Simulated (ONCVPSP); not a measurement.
## Before and after: ONCV potential for Zr

zirconium, optimised norm-conserving Vanderbilt (ONCV), made with ONCVPSP 4.0.1 (revPBE, scalar-relativistic). Core [Ar] 3d10, reference 4s2 4p6 4d2.5 5s1.5. Waves: 4s+5s: rc 2.00 bohr, ncon 4, nbas 8, qcut 7.2 1/bohr, 2 projectors; 4p: rc 1.55 bohr, ncon 4, nbas 8, qcut 6.4 1/bohr, 3 projectors, debl 0.9 Ha; 4d: rc 3.10 bohr, ncon 4, nbas 9, qcut 4.3 1/bohr, 2 projectors, debl 2.1 Ha. Local part: polynomial inside 1.25 bohr (lpopt 5, dvloc0 1 Ha). Core correction: Teter function, fcfact 2.25, rcfact 1.3.

In the p channel the program set the typed energies aside and used -1.154, 0.250, 1.150 Ha.

All-electron outer shells of the reference configuration (revPBE, scalar-relativistic, ld1.x):

```
shell  level (eV)  outermost node (bohr)  outermost maximum (bohr)
   3d     -173.45                      –                      0.35
   4s      -53.36                   0.55                      1.08
   4p      -31.40                   0.56                      1.17
   5s       -4.06                   1.47                      3.23
   4d       -2.87                   0.58                      1.61
```

Change: all radii but the core radius scaled by about 1.16 (s 2.32, p 1.80, d 3.58 bohr); local potential polynomial inside 1.44 bohr (lpopt 5, dvloc0 1 Ha).

Cutoffs: the cutoffs (Ha) at which the residual kinetic energy of the hardest occupied pseudo-wave falls to 1 and 0.1 mHa per electron; they do not see the model core or the augmentation charge, which bear on the density cutoff. Errors are all-electron minus pseudo energies relative to the spin-unpolarised reference configuration.

Q: Predict the effect on cutoff, ghosts and configuration errors.

A: The potential gets softer (17 Ha and 46 Ha → 13 Ha and 17 Ha); of the 4 tests that both files solve, the error grows in 4 and shrinks in 0 by more than 15 % and 0.3 meV (median size 14.5 → 24.7 meV); neither file shows a bound ghost. A larger radius leaves more room for a smooth pseudo-wave, so fewer plane waves are needed. More of the atom is replaced by a form fitted at one configuration, so other configurations suffer.

| quantity | base | changed |
| --- | --- | --- |
| cutoff, loose | 17 Ha | 13 Ha |
| cutoff, tight | 46 Ha | 17 Ha |
| loose cutoff by channel | s 15 Ha, p 17 Ha, d 7.4 Ha | s 13 Ha, p 9.4 Ha, d 6.6 Ha |
| bound ghosts | none | none |
| GHOST(+) flags under 300 eV | s at 158.5 eV, d at 297.5 eV | none |
| error for 4s2 4p6 4d2 5s2, meV [ΔE -0.51 eV] | +11 | +18 |
| error for 4s2 4p6 4d2 5s1, meV [ΔE 6.56 eV] | +3.0 | +5.7 |
| error for 4s2 4p6 4d2 5s0, meV [ΔE 19.36 eV] | -18 | -32 |
| error for 4s2 4p6 4d1 5s2 5p1, meV [ΔE 2.48 eV] | +140 | +224 |
| rms error of d²Exc/dni dnj with the model core, mHa | 1.04 | 1.62 |
